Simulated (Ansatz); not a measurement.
A set of 12 reactions (germylene extrusion), with CCSD(T)/CBS values in kJ/mol:

| reaction | ΔE |
| --- | --- |
| `C[O][Ge]([O]C)([CH](C)C)[CH](C)C` → `CC(C)C(C)C` + `C[O][Ge][O]C` | 47.7 |
| `C[BH][GeH2][Cl]` → `CBCl` + `[GeH2]` | 138.4 |
| `C[S][GeH2][CH3]` → CH₄ + `C[S][GeH]` | 69.4 |
| `[OH][GeH]([SH])[CH2]F` → `[OH][GeH]` + `FCS` | 175.5 |
| `N=[C](Cl)[GeH3]` → `[GeH2]` + `N=CCl` | 158.4 |
| `[CH3][GeH2][SeH]` → `[CH3][GeH]` + H₂Se | 226.8 |
| `[OH][GeH2][SH]` → H₂O + `[SH][GeH]` | 127.0 |
| `C[S][GeH2][CH3]` → `[CH3][GeH]` + CH₃SH | 213.5 |
| `O[SiH2][GeH2][SH]` → `[GeH2]` + `O[SiH2]S` | 152.5 |
| `[NH2][Ge]([NH2])([NH2])[F]` → `[NH2][Ge][F]` + `NN` | 263.8 |
| `C=N[C](=C)[GeH3]` → `C=CN=C` + `[GeH2]` | 153.7 |
| `N=[C](F)[GeH3]` → `[GeH2]` + `N=CF` | 151.6 |

Computed with Ansatz on PBE0-D4/def2-TZVP structures; ΔE is electronic, products minus reactants. CBS: MP2 limit from def2 TZ/QZ plus the TZ coupled-cluster correction, frozen cores. This one scheme is used for every species. Functionals use def2-TZVPP. B3LYP here is the variant with VWN-RPA as its local correlation; programs differ in this. For Ge, Se outer-core shells are correlated without core-valence functions, which leaves a few kJ/mol of doubt a bond. Scalar relativity is left out up to krypton. One conformer a species, not always the lowest.

Give the mean, mean absolute and largest difference (level minus CCSD(T)/CBS, kJ/mol) for: r2SCAN-D4, PBE0-D4, B3LYP-D4, ωB97X-V, ωB97M-V, B2PLYP, PBE, r2SCAN, B3LYP, SCS-MP2/def2-TZVPP, CCSD/def2-TZVPP, HF/def2-QZVPP, MP2/def2-QZVPP, CCSD/CBS(def2). (Estimate.)

The calculation gave: 
```
             level   mean  mean absolute  largest
         r2SCAN-D4    8.1            9.4     14.2
           PBE0-D4    3.8            5.9    -12.3
          B3LYP-D4  -18.7           18.7    -34.4
           ωB97X-V    4.9            6.0     17.8
           ωB97M-V   -9.7            9.7    -18.1
            B2PLYP  -12.6           12.6    -26.7
               PBE  -18.7           18.7    -49.4
            r2SCAN    5.4            8.8    -12.9
             B3LYP  -33.8           33.8    -54.5
SCS-MP2/def2-TZVPP    7.8            7.8     18.5
   CCSD/def2-TZVPP    2.9            5.5     12.1
     HF/def2-QZVPP  -23.5           24.0    -45.8
    MP2/def2-QZVPP   17.4           17.4     23.8
    CCSD/CBS(def2)   -4.0            4.0     -8.1
```

The largest T1 diagnostic in the set is 0.016, for `[OH][GeH]` (customary mark 0.02).

CCSD(T)/CBS is a level of theory with its own doubt, and the functionals carry their triple-zeta basis error, so these figures describe this set and don't rank the functionals.
